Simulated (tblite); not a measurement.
Species: C₃H₅GeN₃O.
Z-matrix (Å and degrees, GFN2-xTB geometry), rows numbered from 1:
```
O 
C   1  1.2049
C   2  1.4532  1  124.89
C   3  1.3894  2  130.21  1     0.04
N   4  1.3405  3  105.25  2  -179.99
Ge  5  1.8524  4  136.73  3   179.76
N   5  1.3497  4  108.75  3     0.03
N   7  1.2654  5  109.67  4    -0.02
H   2  1.1046  1  122.37  3  -179.97
H   4  1.0709  3  131.50  2     0.00
H   6  1.4804  5  102.00  4   178.23
H   6  1.4940  5  106.35  4   -61.04
H   6  1.4944  5  106.37  4    57.27
```

Computed values, GFN2-xTB/tblite, gas phase, harmonic and unscaled. Against measured fundamentals such values can be off by several per cent, at times by over 20. Modes of hydrogen on germanium can be 10 to 20 % off. One conformer, not necessarily the lowest.

Harmonic wavenumbers (cm⁻¹): 39.4, 85.9, 101.7, 133.5, 204.5, 263.2, 309.3, 515.1, 552.1, 573.0, 635.9, 700.3, 725.4, 759.3, 788.4, 796.6, 819.0, 922.5, 970.5, 1036.0, 1054.1, 1133.0, 1268.4, 1340.8, 1391.3, 1412.4, 1482.5, 1749.3, 2014.9, 2079.4, 2170.9, 2808.2, 3171.6.

A = 5263, B = 622.7, C = 560.6 MHz; mass 172.964 u (most abundant isotopes); point group Cs, symmetry number 1.

Q: Zero-point energy?

A: Half the sum of the wavenumbers: 17004 cm⁻¹ = 48.62 kcal/mol.

Q: What is S at 400 K and 1 bar for an ideal gas of classical rigid rotors and harmonic oscillators?

A: Translation 42.84, rotation 30.42, vibration 32.64: S = 105.9 cal/(mol K).

Q: And Cp and H(400 K) − H(0)?

A: Cp = 39.30 cal/(mol K), of which vibrations give 31.35 (their classical limit is 33 R = 65.6); H(400 K) − H(0) = 9.74 kcal/mol without the zero-point energy, 6.56 from vibrations.

Q: Blend soft modes into free rotors: weight 1/[1 + (100 cm⁻¹/ν̃)⁴] for the oscillator and the rest for a rotor with moment μB/(μ + B), μ = h/(8π²ν), B = 10⁻⁴⁴ kg m². What vibrational entropy results?

A: 29.65 cal/(mol K) in place of 32.64, which changes −T·S at 400 K by +1.20 kcal/mol.

Q: Which modes carry the vibrational entropy at 400 K?

A: 39.4 cm⁻¹: 5.87; 85.9 cm⁻¹: 4.33; 101.7 cm⁻¹: 4.00; 133.5 cm⁻¹: 3.46; 204.5 cm⁻¹: 2.64; 263.2 cm⁻¹: 2.17 cal/(mol K); the other 27 give 10.17 together.

Q: How do the functions run with temperature in this model?

A: 
| T (K) | S (cal/(mol K)) | Cp (cal/(mol K)) | H − H(0) (kcal/mol) | G − H(0) (kcal/mol) | ln q(vib) |
| --- | --- | --- | --- | --- | --- |
| 100 | 70.2 | 17.1 | 1.26 | -5.77 | 1.69 |
| 200 | 84.3 | 24.3 | 3.32 | -13.53 | 3.95 |
| 300 | 95.6 | 32.2 | 6.15 | -22.54 | 6.09 |
| 500 | 115.3 | 45.1 | 13.97 | -43.69 | 10.21 |
| 800 | 139.2 | 56.4 | 29.37 | -82.02 | 15.95 |
| 1000 | 152.3 | 60.8 | 41.12 | -111.21 | 19.43 |

q(vib) and H(0) count from the zero-point level.

Hindered rotation and anharmonicity are outside this model. Other conformers, if any are populated, would add a mixing term that is left out.

On Arm Neoverse V1, one thread, no GPU, on a shared host, this took 0.39 s of wall time. This covers the Hessian and the dipole derivatives.
